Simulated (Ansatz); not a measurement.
`CCN[SiH2]Cl` + HI → `Cl[SiH2]I` + `CCN` at 400 K and 1 bar (ligand exchange at the Si–N bond).

Calculated with Ansatz (gas phase, PBE0-D4/def2-TZVP geometries, no zero-point term in ΔE). CCSD(T)/CBS adds triple-zeta CCSD(T) − MP2 to the extrapolated MP2 energy (def2 sets, frozen cores). def2 core potentials past Kr. For I outer-core shells are correlated without core-valence functions, which leaves a few kJ/mol of doubt a bond. One conformer a species, not always the lowest.

| species | CCSD(T)/CBS energy (Eh) | H − E (kJ/mol) | S (J/(mol·K)) |
| --- | --- | --- | --- |
| `CCN[SiH2]Cl` | -884.55705 | 303.4 | 396.3 |
| HI | -298.03592 | 25.7 | 215.0 |
| `Cl[SiH2]I` | -1047.58245 | 72.7 | 333.6 |
| `CCN` | -135.01652 | 265.7 | 294.1 |

H − E and S are ideal-gas, rigid-rotor, harmonic terms from PBE0-D4/def2-TZVP, for one conformer and one mirror image of each species. 1 Eh = 2625.50 kJ/mol, R = 8.31446 J/(mol·K).

Q: By hand: ΔE, ΔH, ΔS and ΔG.

A: ΔE = (-1047.58245) + (-135.01652) − (-884.55705) − (-298.03592) = -0.00600 Eh = -15.8 kJ/mol. Δ(H − E) = 72.7 + 265.7 − 303.4 − 25.7 = 9.3, so ΔH = -6.5 kJ/mol. ΔS = 333.6 + 294.1 − 396.3 − 215.0 = 16.4 J/(mol·K). ΔG = -6.5 − 400 × (16.4)/1000 = -13.1 kJ/mol.

Q: By hand: the equilibrium constant, and the temperature at which ΔG would vanish if ΔH and ΔS stayed fixed.

A: log₁₀ K = −ΔG/(RT ln 10) = 1.7. ΔH and −TΔS have one sign here, so there is no such temperature.

TΔS isn't small against ΔH here. A doubt of 5 kJ/mol in ΔE shifts log₁₀ K by 0.7 here. Other conformers and mirror images would add mixing entropy, several J/(mol·K) or more a flexible species. These are equilibria of isolated gas molecules and say nothing of rates. Largest T1 diagnostic: 0.010 (customary marks: 0.02 for closed shells, 0.045 for open ones).
